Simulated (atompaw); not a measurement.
**What one change does to a pseudopotential (tungsten, PAW (atompaw))**

* Element: W (Z = 74)
* Generator: atompaw 4.2.0.5
* Type: PAW
* Functional: PBEsol
* Relativity: scalar-relativistic
* Frozen core: [Kr] 4d10 4f14
* Valence charge: 14
* Reference configuration: 5s2 5p6 5d5 6s1 6p0
* Partial waves: 5s (bound): rc 1.35 bohr; 6s (bound): rc 2.65 bohr; 5p (bound): rc 2.15 bohr; 6p (bound, empty): rc 2.65 bohr; 5d (bound): rc 2.65 bohr; 5d channel at 0.15 Ry: rc 2.65 bohr
* Local potential: bessel scheme, radius 2.30 bohr
* Core correction: smooth core density matched at 1.85 bohr
* Augmentation charge: sinc compensation charge, radius 2.45 bohr; PAW radius 2.65 bohr; waves and projectors: custom polynom2 7 10 vanderbiltortho

All-electron outer shells of the reference configuration (PBEsol, scalar-relativistic, ld1.x):

```
shell  level (eV)  outermost node (bohr)  outermost maximum (bohr)
   4d     -236.29                   0.22                      0.45
   5s      -77.17                   0.53                      0.96
   5p      -41.42                   0.57                      1.09
   4f      -31.27                      –                      0.43
   6s       -5.18                   1.28                      2.71
   5d       -3.34                   0.63                      1.52
   6p       -1.10                   1.55                      3.89
```

Change: all radii scaled by about 1.23 (s 1.66, p 2.64, d 3.26 bohr); local potential bessel scheme, radius 2.82 bohr; augmentation sinc compensation charge, radius 3.00 bohr; PAW radius 3.26 bohr; waves and projectors: custom polynom2 7 10 vanderbiltortho; core correction smooth core density matched at 2.26 bohr.

Cutoffs: the cutoffs (Ry, on a coarse ladder) from which the occupation-weighted sum of valence levels, in a spherical-Bessel basis at the reference potential, stays within 10 and 1 mRy of its value at 400 Ry; they do not see the model core or the augmentation charge, which bear on the density cutoff.

Problem. What does the change do?

Solution. The potential gets softer (30 Ry and 70 Ry → 25 Ry and 55 Ry); neither file shows a bound ghost. A larger radius leaves more room for a smooth pseudo-wave, so fewer plane waves are needed.

```tsv
quantity	base	changed
cutoff, loose	30 Ry	25 Ry
cutoff, tight	70 Ry	55 Ry
loose cutoff by channel (10 mRy a level)	s 15 Ry, p 15 Ry, d 15 Ry	s 18 Ry, p 12 Ry, d 8 Ry
bound ghosts	none	none
lowest overlap eigenvalue by channel	s 0.40, p 0.59, d 0.92	s 0.40, p 0.79, d 0.93
```

 The cutoffs see the waves, projectors and local potential, not the compensation charge or the core.
